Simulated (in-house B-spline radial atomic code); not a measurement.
# Ionising Hg5+ with different functionals

Computed with an all-electron radial atomic-structure program (B-spline basis): scalar-relativistic (spin-free X2C) Hamiltonian, Fermi nucleus of rms radius 5.4648 fm, spin-polarised at highest spin, spherical fractional occupations for the functionals, and exact exchange of hybrids averaged over the configuration. The ionisation energy is the difference of two self-consistent energies, [Xe] 4f14 5d7 → [Xe] 4f14 5d6, without Breit or QED terms; ε is the level of the shell that loses the electron (its least bound occupied spin orbital). There is no spin-orbit coupling in this Hamiltonian.

```
   method                    rung  ΔSCF (eV)  -ε(5d) (eV)
     PBE0           global hybrid      79.13        73.52
    B3LYP           global hybrid      79.31        73.21
    TPSSh           global hybrid          ?            ?
BHandHLYP           global hybrid      79.00        75.54
  r2SCAN0           global hybrid      78.98        73.46
    B97-1           global hybrid      79.27        73.24
    HSE06  range-separated hybrid      79.07        73.04
    wB97X  range-separated hybrid          ?            ?
CAM-B3LYP  range-separated hybrid      79.27        75.12
  LC-wPBE  range-separated hybrid      79.09        76.40
```

Problem. What does wB97X give?

Solution. ΔSCF 78.96 eV, and -ε(5d) = 76.00 eV.

Problem. What does TPSSh give?

Solution. ΔSCF 79.06 eV, and -ε(5d) = 72.13 eV.

Problem. Among the functionals, which spreads more, the ΔSCF values or the orbital energies?

Solution. The orbital energies: ΔSCF values span about 0.34 eV and the orbital energies 4.27 eV; here energy differences depend much less on the functional than eigenvalues do.

Problem. How do they compare with the NIST value?

Solution. NIST lists 76.6 eV ± 0.5 (measured, ground level to ground level). Errors run from +2.36 to +2.71 eV. The correlated functionals all miss on the same side by more than they spread, so the cause is common to them (spin-orbit coupling, Breit-QED terms, multiplet and fine-structure energies, or a listed next ion that isn't the cheapest removal here) and closeness doesn't rank the functionals.
